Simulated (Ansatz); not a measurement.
BFH5NOSi can be A, `BN[SiH](O)F`, or B, `NB(F)O[SiH3]`.

Program: Ansatz. Geometries: PBE0-D4/def2-TZVP. ΔE: electronic, gas phase. CCSD(T)/CBS adds triple-zeta CCSD(T) − MP2 to the extrapolated MP2 energy (def2 sets, frozen cores). DFT in def2-TZVPP. B3LYP here is the variant with VWN-RPA as its local correlation; programs differ in this. One conformer a species, not always the lowest.

A:

```xyz
10

B    -0.241    1.609    0.935
N    -0.447    0.674   -0.090
Si    0.418   -0.798   -0.271
O    -0.631   -1.860   -0.923
F     1.647   -0.636   -1.277
H     0.582    1.371    1.772
H    -0.884    2.617    0.961
H    -1.149    0.884   -0.787
H     0.992   -1.211    1.020
H    -0.286   -2.650   -1.341
```

B:

```xyz
10

N     0.2061    0.5854   -1.6167
B    -0.8967    0.4245   -0.7667
F    -2.1070    0.7750   -1.2160
O    -0.8249   -0.0692    0.5001
Si    0.3302   -0.6273    1.5185
H     1.1456    0.3476   -1.3573
H     0.1068    0.9543   -2.5450
H     0.3508    0.2173    2.7363
H     1.6698   -0.5769    0.8667
H     0.0193   -2.0307    1.8801
```

(1) Which isomer does CCSD(T)/CBS put lower? Give the gap. (Estimate.)

(2) Give E(B) − E(A) in kJ/mol with CCSD(T)/def2-TZVPP, r2SCAN-D4, CCSD/def2-TZVPP, MP2/def2-TZVPP, B3LYP, HF/def2-TZVPP, B2PLYP. (Best estimate.)

(3) Does the order hold for the free energy at 298.15 K (harmonic terms from PBE0-D4)? (An estimate is asked.)

Largest T1 diagnostic: 0.012.

Results:

(1) Ansatz gave: B, by 26.5 kJ/mol.

(2) Computed: CCSD(T)/def2-TZVPP -31.6, r2SCAN-D4 -36.5, CCSD/def2-TZVPP -33.0, MP2/def2-TZVPP -26.1, B3LYP -38.5, HF/def2-TZVPP -43.8, B2PLYP -33.3. None reverses the order clearly.

(3) The calculation gave: Yes: G(B) − G(A) = -31.2 kJ/mol, for one conformer each. Modes under 60 cm⁻¹, often nearly free rotors, make the harmonic entropy too high.

Leaving LDA and LC-ωPBE aside and taking each functional with its dispersion term where it has one, the values, not all of them listed here, spread over 9.6 kJ/mol, from B97M-V to ωB97M-V. LDA lies −8.0 kJ/mol from PBE without D4. In def2-TZVPP, CCSD(T) changes the Hartree–Fock value by +12.2 kJ/mol (the triples alone add +1.4 kJ/mol) and MP2 by +17.6 kJ/mol.
